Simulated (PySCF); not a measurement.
CH$_{3}$FOZn, singlet, at a GFN2-xTB geometry (such geometries of metal compounds can be far from the true shape).

Input for PySCF:
```python
from pyscf import gto, scf, dft, tdscf

mol = gto.Mole()
mol.atom = '''
    Zn   -0.478321    0.273589    0.069626
    F    -1.090672    0.381005    1.654661
    O     0.999043   -0.541931   -0.327150
    C     1.723892   -0.783496   -1.498569
    H     2.068143    0.138339   -1.975468
    H     2.598855   -1.357243   -1.174470
    H     1.162975   -1.381399   -2.222174
'''
mol.basis = '6-31g'
mol.charge = 0
mol.spin = 0
mol.verbose = 4
mol.build()

mf = dft.RKS(mol)
mf.xc = 'bhandhlyp'
mf.kernel()
td = mf.TDDFT()
td.nstates = 5
td.kernel()
td.analyze()
```

Q: Predict the number of basis functions from PySCF with BHANDHLYP/6-31G, TDDFT.

A: 60

Q: Estimate the dipole moment that BHANDHLYP/6-31G, TDDFT returns for this input.

A: 5.00 D

Q: What total energy does BHANDHLYP/6-31G, TDDFT give?

A: -1993.8607 Eh
